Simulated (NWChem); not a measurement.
System: C2H9NSi; SMILES C[SiH](C)N

NWChem input:

```
start job
memory heap 200 mb stack 700 mb global 900 mb
geometry units angstroms
  Si    -0.059297     0.148865     0.326641
  C     -1.222329     1.029728    -0.903831
  C      1.733809     0.309016    -0.273707
  N     -0.352180    -1.543645     0.523019
  H     -0.244508     0.726914     1.665197
  H     -1.115698     0.638171    -1.912618
  H     -2.262511     0.904652    -0.615270
  H     -1.025577     2.096628    -0.947643
  H      2.411160    -0.223979     0.385129
  H      1.863468    -0.091619    -1.275169
  H      2.045712     1.348157    -0.295794
  H      0.051929    -2.194818    -0.130106
  H     -1.272526    -1.853673     0.788254
end
basis spherical
  * library def2-svp
end
dft
  xc pbe0
  iterations 150
end
driver
  maxiter 120
end
task dft optimize
task dft freq
```

NWChem printed, in part:

```
             Northwest Computational Chemistry Package (NWChem) 7.3.0
             --------------------------------------------------------

 C1  symmetry detected

                             Geometry "geometry" -> ""
                             -------------------------

 Output coordinates in angstroms (scale by  1.889725989 to convert to a.u.)

  No.       Tag          Charge          X              Y              Z
 ---- ---------------- ---------- -------------- -------------- --------------
    1 Si                  14.0000    -0.06138331     0.00083506     0.37919041
    2 C                    6.0000     0.12515404     1.79742588    -0.23732372
    3 C                    6.0000     1.43484614    -1.01991611    -0.18707780
    4 N                    7.0000    -1.46029660    -0.82948843    -0.20607821
    5 H                    1.0000    -0.20267580     0.00407114     1.84213329
    6 H                    1.0000     0.23923368     1.84476583    -1.31763990
    7 H                    1.0000    -0.74637520     2.39182231     0.02348215
    8 H                    1.0000     0.99082439     2.28395999     0.20177290
    9 H                    1.0000     1.33028974    -2.05761672     0.11158310
   10 H                    1.0000     1.55605590    -0.99736781    -1.26645065
   11 H                    1.0000     2.35260311    -0.64195969     0.25162076
   12 H                    1.0000    -1.42952877    -1.27579223    -1.10816960
   13 H                    1.0000    -2.36898560    -0.42221327    -0.05804111

 Effective nuclear repulsion energy (a.u.)     177.2532838808

                                Z-matrix (autoz)
                                --------

 Units are Angstrom for bonds and degrees for angles

      Type          Name      I     J     K     L     M      Value
      ----------- --------  ----- ----- ----- ----- ----- ----------
    1 Stretch                  1     2                       1.90857
    2 Stretch                  1     3                       1.89771
    3 Stretch                  1     4                       1.72885
    4 Stretch                  1     5                       1.46975
    5 Stretch                  2     6                       1.08735
    6 Stretch                  2     7                       1.08669
    7 Stretch                  2     8                       1.08577
    8 Stretch                  3     9                       1.08487
    9 Stretch                  3    10                       1.08639
   10 Stretch                  3    11                       1.08517
   11 Stretch                  4    12                       1.00693
   12 Stretch                  4    13                       1.00673
   13 Bend                     1     2     6               111.84955
   14 Bend                     1     2     7               111.03739
   15 Bend                     1     2     8               111.66005
   16 Bend                     1     3     9               110.87701
   17 Bend                     1     3    10               111.91751
   18 Bend                     1     3    11               111.02853
   19 Bend                     1     4    12               119.43479
   20 Bend                     1     4    13               119.09642
   21 Bend                     2     1     3               109.44365
   22 Bend                     2     1     4               114.95001
   23 Bend                     2     1     5               109.19906
   24 Bend                     3     1     4               106.17803
   25 Bend                     3     1     5               111.96208
   26 Bend                     4     1     5               105.08380
   27 Bend                     6     2     7               107.38410
   28 Bend                     6     2     8               107.37566
   29 Bend                     7     2     8               107.29349
   30 Bend                     9     3    10               107.70537
   31 Bend                     9     3    11               107.65976
   32 Bend                    10     3    11               107.46175
   33 Bend                    12     4    13               109.79340
   34 Torsion                  2     1     3     9        -177.34974
   35 Torsion                  2     1     3    10         -57.06426
   36 Torsion                  2     1     3    11          63.01540
   37 Torsion                  2     1     4    12          84.00651
   38 Torsion                  2     1     4    13         -55.36943
   39 Torsion                  3     1     2     6          56.76792
   40 Torsion                  3     1     2     7         176.70893
   41 Torsion                  3     1     2     8         -63.59242
   42 Torsion                  3     1     4    12         -37.14172
   43 Torsion                  3     1     4    13        -176.51767
   44 Torsion                  4     1     2     6         -62.58084
   45 Torsion                  4     1     2     7          57.36017
   46 Torsion                  4     1     2     8         177.05882
   47 Torsion                  4     1     3     9         -52.72515
   48 Torsion                  4     1     3    10          67.56033
   49 Torsion                  4     1     3    11        -172.36001
   50 Torsion                  5     1     2     6         179.64888
   51 Torsion                  5     1     2     7         -60.41012
   52 Torsion                  5     1     2     8          59.28853
   53 Torsion                  5     1     3     9          61.42646
   54 Torsion                  5     1     3    10        -178.28805
   55 Torsion                  5     1     3    11         -58.20839
   56 Torsion                  5     1     4    12        -155.92507
   57 Torsion                  5     1     4    13          64.69898

                           NWChem Geometry Optimization
                           ----------------------------

 maximum gradient threshold         (gmax) =   0.000450
 rms gradient threshold             (grms) =   0.000300
 maximum cartesian step threshold   (xmax) =   0.001800
 rms cartesian step threshold       (xrms) =   0.001200
 fixed trust radius                (trust) =   0.300000
 source of zmatrix                         =   autoz

          -------------------
          Energy Minimization
          -------------------

 Using diagonal initial Hessian
 Scaling for Hessian diagonals: bonds = 1.00  angles = 0.25  torsions = 0.10

          --------
          Step   0

                                 NWChem DFT Module
                                 -----------------

 Summary of "ao basis" -> "ao basis" (spherical)
 ------------------------------------------------------------------------------
       Tag                 Description            Shells   Functions and Types
 ---------------- ------------------------------  ------  ---------------------
 Si                         def2-svp                 8       18   4s3p1d
 C                          def2-svp                 6       14   3s2p1d
 N                          def2-svp                 6       14   3s2p1d
 H                          def2-svp                 3        5   2s1p

            General Information
            -------------------
          SCF calculation type: DFT
          Wavefunction type:  closed shell.
          No. of atoms     :    13
          No. of electrons :    42
           Alpha electrons :    21
            Beta electrons :    21
          Charge           :     0
          Spin multiplicity:     1
          Use of symmetry is: off; symmetry adaption is: off
          Maximum number of iterations: 150
          AO basis - number of functions:   105
                     number of shells:    53
          Convergence on energy requested:  1.00D-06
          Convergence on density requested:  1.00D-05
          Convergence on gradient requested:  5.00D-04

              XC Information
              --------------
                         PBE0 Method XC Functional
                     Hartree-Fock (Exact) Exchange  0.250
          PerdewBurkeErnzerhof Exchange Functional  0.750
            Perdew 1991 LDA Correlation Functional  1.000 local
           PerdewBurkeErnz. Correlation Functional  1.000 non-local

             Grid Information
             ----------------
          Grid used for XC integration:  medium
          Radial quadrature: Mura-Knowles
          Angular quadrature: Lebedev.
          Tag              B.-S. Rad. Rad. Pts. Rad. Cut. Ang. Pts.
          ---              ---------- --------- --------- ---------
          Si                  1.10       88           8.0       590
          C                   0.70       49          11.0       434
          N                   0.65       49          11.0       434
          H                   0.35       45          12.0       434
          Grid pruning is: on
          Number of quadrature shells:   640
          Spatial weights used:  Erf1

      Superposition of Atomic Density Guess
      -------------------------------------

 Sum of atomic energies:        -422.72585805

      Non-variational initial energy
      ------------------------------

 Total energy =    -425.113123
 1-e energy   =    -930.773104
 2-e energy   =     328.406697
 HOMO         =      -0.331712
 LUMO         =       0.074767

   convergence    iter        energy       DeltaE   RMS-Dens  Diis-err
 ---------------- ----- ----------------- --------- --------- ---------
 d= 0,ls=0.0,diis     1   -425.3897860574 -6.03D+02  7.99D-03  4.05D-01
 d= 0,ls=0.0,diis     2   -425.4044181546 -1.46D-02  4.44D-03  2.79D-01
 d= 0,ls=0.0,diis     3   -425.4327982649 -2.84D-02  1.12D-03  2.65D-02
 d= 0,ls=0.0,diis     4   -425.4355766411 -2.78D-03  2.44D-04  1.16D-03
 d= 0,ls=0.0,diis     5   -425.4357207615 -1.44D-04  4.72D-05  3.94D-05
  Resetting Diis
 d= 0,ls=0.0,diis     6   -425.4357259569 -5.20D-06  9.23D-06  6.48D-07
 d= 0,ls=0.0,diis     7   -425.4357260372 -8.04D-08  3.30D-06  5.05D-08

         Total DFT energy =     -425.435726037230
      One electron energy =     -935.999804055847
           Coulomb energy =      375.123313667347
    Exchange-Corr. energy =      -41.812519529560
 Nuclear repulsion energy =      177.253283880831

 Numeric. integr. density =       41.999986333961

                       DFT Final Molecular Orbital Analysis
                       ------------------------------------

 Vector   19  Occ=2.000000D+00  E=-3.291575D-01
              MO Center= -1.6D-01,  2.2D-01,  5.0D-01, r^2= 3.4D+00
   Bfn.  Coefficient  Atom+Function         Bfn.  Coefficient  Atom+Function
  ----- ------------  ---------------      ----- ------------  ---------------
    61      0.304747   5 H  s                10      0.235354   1 Si pz
    23      0.209562   2 C  py               51      0.191288   4 N  py
    13      0.177718   1 Si pz               62      0.170683   5 H  s
    24     -0.163478   2 C  pz               66      0.145797   6 H  s
    54     -0.138220   4 N  py                7     -0.134951   1 Si pz

[...]

      ----------------------
      Optimization converged
      ----------------------

  Step       Energy      Delta E   Gmax     Grms     Xrms     Xmax
  ---- ---------------- -------- -------- -------- -------- --------
@   20    -425.43808780 -1.1D-07  0.00002  0.00000  0.00057  0.00164
                                     ok       ok       ok       ok

                                Z-matrix (autoz)
                                --------

 Units are Angstrom for bonds and degrees for angles

[...]

 Rotational Constants
 --------------------
 A=   0.189066 cm-1  (  0.272018 K)
 B=   0.178208 cm-1  (  0.256396 K)
 C=   0.107832 cm-1  (  0.155143 K)

 Temperature                      =   298.15K
 frequency scaling parameter      =   1.0000

 Zero-Point correction to Energy  =   67.705 kcal/mol  (  0.107895 au)
 Thermal correction to Energy     =   72.418 kcal/mol  (  0.115405 au)
 Thermal correction to Enthalpy   =   73.010 kcal/mol  (  0.116348 au)

 Total Entropy                    =   81.188 cal/mol-K
   - Translational                =   38.845 cal/mol-K (mol. weight =  75.0504)
   - Rotational                   =   25.588 cal/mol-K (symmetry #  =        1)
   - Vibrational                  =   16.756 cal/mol-K

 Cv (constant volume heat capacity) =   26.303 cal/mol-K
   - Translational                  =    2.979 cal/mol-K
   - Rotational                     =    2.979 cal/mol-K
   - Vibrational                    =   20.344 cal/mol-K

[normal modes left out]

 ----------------------------------------------------------------------------
 Normal Eigenvalue ||           Projected Infra Red Intensities
  Mode   [cm**-1]  || [atomic units] [(debye/angs)**2] [(KM/mol)] [arbitrary]
 ------ ---------- || -------------- ----------------- ---------- -----------
    1       -0.000 ||    0.000707           0.016         0.690       0.232
    2       -0.000 ||    0.000001           0.000         0.001       0.000
    3        0.000 ||    0.000309           0.007         0.301       0.101
    4        0.000 ||    0.000002           0.000         0.002       0.001
    5        0.000 ||    0.000096           0.002         0.094       0.032
    6        0.000 ||    0.000418           0.010         0.407       0.137
    7      147.817 ||    0.013876           0.320        13.527       4.546
    8      151.700 ||    0.000429           0.010         0.418       0.140
    9      171.070 ||    0.000055           0.001         0.053       0.018
   10      209.199 ||    0.003270           0.075         3.188       1.071
   11      248.989 ||    0.004677           0.108         4.559       1.532
   12      270.624 ||    0.010559           0.244        10.293       3.459
   13      398.937 ||    0.211911           4.889       206.581      69.421
   14      602.031 ||    0.008924           0.206         8.700       2.924
   15      637.591 ||    0.002565           0.059         2.500       0.840
   16      678.594 ||    0.011648           0.269        11.355       3.816
   17      691.969 ||    0.004818           0.111         4.697       1.578
   18      760.302 ||    0.061336           1.415        59.793      20.093
   19      802.100 ||    0.001608           0.037         1.568       0.527
   20      853.610 ||    0.049069           1.132        47.835      16.075
   21      885.048 ||    0.068215           1.574        66.499      22.347
   22      908.415 ||    0.162240           3.743       158.160      53.149
   23      936.307 ||    0.202549           4.673       197.454      66.354
   24     1258.169 ||    0.043966           1.014        42.860      14.403
   25     1264.478 ||    0.026812           0.619        26.138       8.784
   26     1424.192 ||    0.000092           0.002         0.090       0.030
   27     1424.803 ||    0.001548           0.036         1.509       0.507
   28     1432.647 ||    0.003911           0.090         3.813       1.281
   29     1438.113 ||    0.008649           0.200         8.432       2.833
   30     1547.988 ||    0.044143           1.018        43.033      14.461
   31     2207.305 ||    0.165595           3.820       161.430      54.248
   32     3047.271 ||    0.004312           0.099         4.204       1.413
   33     3055.206 ||    0.003132           0.072         3.053       1.026
   34     3148.473 ||    0.005230           0.121         5.099       1.713
   35     3153.082 ||    0.008479           0.196         8.266       2.778
   36     3153.987 ||    0.007164           0.165         6.984       2.347
   37     3170.016 ||    0.003882           0.090         3.784       1.272
   38     3603.183 ||    0.020763           0.479        20.241       6.802
   39     3699.735 ||    0.023535           0.543        22.943       7.710
 ----------------------------------------------------------------------------
```

Level: PBE0/def2-SVP.
